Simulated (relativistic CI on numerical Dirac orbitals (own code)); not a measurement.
**What each ingredient does to the levels of Gd L**

Base calculation: Dirac-Coulomb-Breit CI, orbitals from a KLI potential per configuration, a model potential for QED, unscaled Slater integrals.

CI space (outside the closed core [Ne]): 3s²3p³, 3s3p⁴, 3s²3p²3d, 3p⁵, 3s3p³3d, 3p⁴3d, 3s3p²3d², 3s²3p3d4p, 3p⁴4s, 3s3p²3d4s, 3p⁴4p, 3s²3p²4s, 3s²3p3d², 3s²3d³, 3s3p3d³, 3s²3d²4s, 3p³3d², 3p²3d³, 3p²3d²4s, 3s²3p3d4s, 3s3p3d²4s, 3s²3d4s², 3s3p²3d4p, 3s3p3d²4p, 3p²3d²4p, 3s3p3d4s4p. Double excitations out of closed p, d and f shells are left out; levels of such configurations are missing from the list, as are those of other unlisted configurations, and high levels can miss mixing partners.

Variants: (1) one mean potential for all configurations. Shifts of the energy above 3s²3p³ ²P°3/2, in eV, for the lowest level and the first level of each name with at least 55 % of one term (blank where a level changes its place among those of its configuration and J or its character, or is not in the variant):

```
          Level     Base    Δ(1)
  3s²3p³ ²P°3/2    0.000   0.000
  3s²3p³ ²D°5/2  176.748  +0.018
  3s²3p³ ²P°1/2  189.495  +0.014
    3s3p⁴ ⁴P5/2  306.047  +0.131
 3s²3p²3d ⁴D1/2  357.759  -0.033
 3s²3p²3d ²G9/2  407.799  -0.041
    3s3p⁴ ⁴P3/2  484.829  +0.120
    3s3p⁴ ²D5/2  498.742  +0.120
 3s²3p²3d ⁴F9/2  579.067  -0.039
3s²3p3d² ⁴G°7/2  599.810  -0.023
```

At this charge energies of transitions that change n are usually good to better than 1 %, and those within a shell (Δn = 0) to a few per cent.

Ionisation energy from the two ground configurations alone: base 4293.91 eV. The NIST ASD value (theoretical) is 4294 eV.

LS names give the leading component of a level, which can be under half, so a name can repeat, a term be missing and a line seem to break the LS rules.
